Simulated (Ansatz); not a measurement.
Reactions of H7NSi2 (`[SiH3]N[SiH3]`).

Isolated molecules relaxed with PBE0-D4/def2-TZVP in Ansatz; ΔE leaves out vibrations. CCSD(T)/CBS adds triple-zeta CCSD(T) − MP2 to the extrapolated MP2 energy (def2 sets, frozen cores). Small cases extrapolate CCSD(T) itself. Functionals use def2-TZVPP. Open shells (•) are unrestricted, without spin–orbit coupling. Spin–orbit coupling would lower the free atoms: a little for Cl. For Br outer-core shells are correlated without core-valence functions, so the limit isn't a true one: a few kJ/mol of doubt a bond, and 10 to 20 or more in all where bonds break to atoms. Scalar relativity is left out up to krypton. One conformer a species, not always the lowest.

```csv
reaction,HF/CBS(def2) (kcal/mol),PBE0-D4 (kcal/mol),r2SCAN-D4 (kcal/mol),B2PLYP (kcal/mol),CCSD(T)/CBS(def2) (kcal/mol)
`[SiH3]N[SiH3]` + `NC(F)O[SiH2]F` → `NC(F)O[SiH3]` + `F[SiH2]N[SiH3]`,-0.7,-1.0,-1.1,-1.2,-1.2
`[SiH3]N[SiH3]` + `OC[SiH2]O` → `O[SiH2]C(O)[SiH3]` + `N[SiH3]`,17.9,13.1,13.6,14.8,14.2
`[SiH3]N[SiH3]` + `C1NCS1` → `[SiH3]N1CSC1` + `N[SiH3]`,3.1,2.0,2.2,2.1,2.5
`[SiH3]N[SiH3]` + Cl• → `[SiH3][N][SiH3]`• + HCl,10.9,7.8,4.6,10.1,10.9
`[SiH3]N[SiH3]` → `N[SiH2][SiH3]`,18.0,10.3,12.0,14.3,14.0
`[SiH3]N[SiH3]` → H• + `[SiH2]N[SiH3]`•,76.7,90.7,90.9,94.0,96.7
`[SiH3]N[SiH3]` + `C#CNC` → `C#CN[SiH3]` + `CN[SiH3]`,3.8,3.8,3.9,3.7,3.9
`[SiH3]N[SiH3]` + `NB(Br)O[SiH3]` → `[SiH3]N[SiH2]O[SiH3]` + `NBBr`,-3.5,-1.9,-2.3,-3.0,-3.2
```

Largest T1 diagnostic: 0.018, for `[SiH3][N][SiH3]`•.

Extrapolated directly: `[SiH3]N[SiH3]` → `N[SiH2][SiH3]`.
